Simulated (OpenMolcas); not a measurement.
## A ladder of methods for InHCl2O (SMILES [OH][In]([Cl])[Cl])

InHCl2O has 5 atoms, charge 0, and is taken as a singlet. As SMILES, `[OH][In]([Cl])[Cl]`. Geometry: relaxed at PBE0-D4/def2-TZVP.

Quantity: the dipole moment, in D. The values are calculated.

```
                           level             kind     program  value (D)  CPU time
    HF/def2-SVP (core potential)     Hartree–Fock  OpenMolcas       1.51     8.6 s
  BLYP/def2-SVP (core potential)              GGA  OpenMolcas       1.47      30 s
   PBE/def2-SVP (core potential)              GGA  OpenMolcas       1.52      30 s
revPBE/def2-SVP (core potential)              GGA  OpenMolcas       1.53      26 s
 B3LYP/def2-SVP (core potential)    global hybrid  OpenMolcas       1.47      25 s
 BHLYP/def2-SVP (core potential)    global hybrid  OpenMolcas       1.47      21 s
M06-2X/def2-SVP (core potential)  hybrid meta-GGA  OpenMolcas       1.51      25 s
  PBE0/def2-SVP (core potential)    global hybrid  OpenMolcas       1.51      23 s
```

The values span 1.47 to 1.53 D. Magnitudes only. CPU times are rough (shared hosts, several kinds of processor): they show what a rung costs within a factor of a few.
